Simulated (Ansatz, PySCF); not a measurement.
CH$_{3}$Cd (SMILES [CH3][Cd+]), charge +1, singlet, at a GFN2-xTB geometry (such geometries of metal compounds can be far from the true shape) (core potentials on Cd). Base run: WB97X/def2-SVP run with PySCF.

Here is a job for PySCF.
```python
from pyscf import gto, scf, dft

mol = gto.Mole()
mol.atom = '''
    Cd   -0.24990741   -0.15685804   -0.19594938
    C     1.26333355    0.79294976    0.99056455
    H     1.79956127   -0.02050473    1.49205259
    H     0.72593198    1.44551340    1.68777248
    H     1.89006125    1.34647864    0.28235779
'''
mol.basis = 'def2-svp'
mol.ecp = {'Cd': 'def2-svp'}
mol.charge = 1
mol.verbose = 4
mol.build()

mf = dft.RKS(mol)
mf.xc = 'wb97x'
mf.kernel()
```

The same geometry, method and basis name were run in Ansatz (a first-principles code) and PySCF, at each program's defaults and at the settings that a row names. The base is PySCF at its defaults. Differences at the defaults can come from grids, fitting, cores and function types together.

```
code and settings                                                               ΔE vs base (µEh)  basis functions      E (Eh)  SCF cycles
------------------------------------------------------------------------------  ----------------  ---------------  ----------  ----------
PySCF, defaults (exact integrals, its default grid, spherical functions)                     0.0               60  -207.31329          11
Ansatz, defaults (factorised integrals, its default grid, spherical functions)              -264               60  -207.31355           -
PySCF, density fitting with def2-universal-jkfit                                            -102               60  -207.31339          11
PySCF, fine grid                                                                               …               60           …          11
Ansatz, high accuracy                                                                       -270               60  -207.31356           -
```

**Question.** Some entries are withheld; supply them.

**Answer.** 
- PySCF, fine grid, ΔE vs base (µEh): -433
- PySCF, fine grid, E (Eh): -207.31372
